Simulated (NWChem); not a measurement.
System: AlH3S; SMILES [AlH2][SH]

```xyz
5

Al     0.1386    -1.1552     0.0545
H      1.3498    -2.0077    -0.5026
H     -1.2991    -1.7344     0.3850
S      0.5249     0.9724     0.3756
H     -0.7202     1.2475     0.8238
```
Atoms are numbered in this order, from 1.

All runs: NWChem. Pople sets run with spherical d functions. Coordinates come from a PBE0/def2-SVP optimisation. Core excitations by TDA in a window of 1s orbitals, non-relativistic and unshifted: absolute energies depend strongly on the exact-exchange share.

| level | first 1s excitation (eV) | dipole oscillator strength of the first | first state with f > 0.002 (eV) | dipole oscillator strength of that state |
|---|---|---|---|---|
| S K edge, BHandHLYP/def2-TZVP | 2445.7 | 0.0049 | 2445.7 | 0.0049 |
| S K edge, B3LYP/def2-TZVP | 2414.9 | 0.0013 | 2415.8 | 0.0029 |
| Al K edge, PBE0/6-311G** | 1524.2 | 0.0060 | 1524.2 | 0.0060 |
| Al K edge, BHandHLYP/6-311G** | 1544.5 | 0.0086 | 1544.5 | 0.0086 |
